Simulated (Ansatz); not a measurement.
The multiplicity is imposed and other spin states were not computed.

Species: [Cd(OCH3)(NH2)] (charge 0, multiplicity 1).

**Question.** Give a relaxed geometry from r2SCAN-D4/def2-SVP (Ansatz, a program for electronic structure).

**Answer.** Several could match; the one computed here: the end point of this relaxation, one of several conformers.
Cartesian coordinates (Å) in one orientation:
```xyz
9

Cd    -0.090     0.222     0.268
O      0.100    -1.179     1.641
C     -0.967    -1.949     2.110
H     -1.755    -1.359     2.628
H     -0.584    -2.676     2.852
H     -1.477    -2.544     1.321
N     -0.114     1.532    -1.256
H      0.722     2.122    -1.232
H     -0.897     2.182    -1.152
```
